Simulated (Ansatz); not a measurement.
System: (1-chloro-2-methylprop-1-enyl)silane, C₄H₉ClSi, net charge 0, singlet state. 
Coordinates optimised at B3LYP-D3(BJ)/def2-TZVP (Ansatz, a quantum-chemistry and plane-wave program):
```xyz
15

C     -2.3203     0.1064     0.3978
C     -0.9452     0.6184     0.0950
C     -0.8625     2.1095    -0.0867
C      0.1528    -0.1381    -0.0136
Si     1.8883     0.4715    -0.3908
Cl     0.0579    -1.8936     0.2094
H     -3.0101     0.3925    -0.4017
H     -2.3485    -0.9728     0.5127
H     -2.6968     0.5665     1.3162
H      0.1423     2.4669    -0.3051
H     -1.2104     2.6189     0.8164
H     -1.5162     2.4274    -0.9038
H      2.7967    -0.6882    -0.4750
H      1.9138     1.2112    -1.6756
H      2.3604     1.3910     0.6724
```

Quantity: atomisation energy (electronic, to ground-state atoms), in kcal/mol. Correlated levels leave the core frozen unless marked. UHF or UKS for open shells. Spin-orbit coupling is left out. No relativistic terms. The coupled-cluster limit lacks core correlation, which all-electron functionals hold. CBS marks a two-point X^-3 extrapolation of the correlation energy; Hartree-Fock from the larger set.

```json
[
 {"level": "BLYP-D3(BJ)/def2-TZVPD", "program": "Ansatz + dftd3", "atomisation energy (kcal/mol)": "[?]"},
 {"level": "r2SCAN0/def2-TZVPD", "program": "Ansatz", "atomisation energy (kcal/mol)": "[?]"},
 {"level": "CAM-B3LYP-D4/def2-TZVPD", "program": "Ansatz + dftd4", "atomisation energy (kcal/mol)": "1349.6"},
 {"level": "CCSD/cc-pV(Q+d)Z", "program": "Ansatz", "atomisation energy (kcal/mol)": "1313.4"},
 {"level": "CCSD(T)/CBS(cc-pV(T+d)Z,cc-pV(Q+d)Z)", "program": "Ansatz", "atomisation energy (kcal/mol)": "1346.9"}
]
```

Problem. Fill in the missing entries.

Solution. 
- BLYP-D3(BJ)/def2-TZVPD, atomisation energy (kcal/mol): 1339.7
- r2SCAN0/def2-TZVPD, atomisation energy (kcal/mol): 1334.1
